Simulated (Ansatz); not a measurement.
Start from `C=C[Te][SiH2]C` and change one element to get `C=CS[SiH2]C`.

Ansatz, PBE0-D4/def2-TZVP geometries, multiplicity 1. Each molecule was computed in one conformer, which needn't be the lowest.

Elements past krypton have def2 core potentials.

```csv
property,`C=C[Te][SiH2]C`
size of the dipole moment (PBE/def2-TZVPP) / D,1.44
HOMO–LUMO gap (PBE/def2-TZVPP) / eV,3.70
HOMO energy (PBE0/def2-TZVPP) / eV,-6.07
"ideal-gas entropy at 298 K and 1 bar (rigid rotor, harmonic PBE0-D4/def2-TZVP) / J/(mol·K)",402
HOMO–LUMO gap (PBE0/def2-TZVPP) / eV,5.53
LUMO energy (PBE0/def2-TZVPP) / eV,-0.54
```

(1) Give the same properties after the change, and the shifts. (Best estimate.)

Answers

(1) Ansatz gave: 
| property | `C=CS[SiH2]C` | shift |
| --- | --- | --- |
| size of the dipole moment (PBE/def2-TZVPP) / D | 1.04 | -0.40 |
| HOMO–LUMO gap (PBE/def2-TZVPP) / eV | 4.33 | 0.63 |
| HOMO energy (PBE0/def2-TZVPP) / eV | -6.57 | -0.50 |
| ideal-gas entropy at 298 K and 1 bar (rigid rotor, harmonic PBE0-D4/def2-TZVP) / J/(mol·K) | 373 | -29 |
| HOMO–LUMO gap (PBE0/def2-TZVPP) / eV | 6.35 | 0.82 |
| LUMO energy (PBE0/def2-TZVPP) / eV | -0.22 | 0.32 |

With PBE0 the HOMO falls by 0.50 eV and the LUMO rises by 0.32 eV, so the gap widens by about 0.82 eV. PBE moves the HOMO by -0.39 eV and ωB97M-V by -0.55 eV. Dipoles are sizes alone; their direction can turn. Modes under 60 cm⁻¹, often nearly free rotors, make the harmonic entropy too high.

Spin–orbit coupling is left out; it splits and shifts lone-pair levels of the heavy atoms by tenths of an eV.
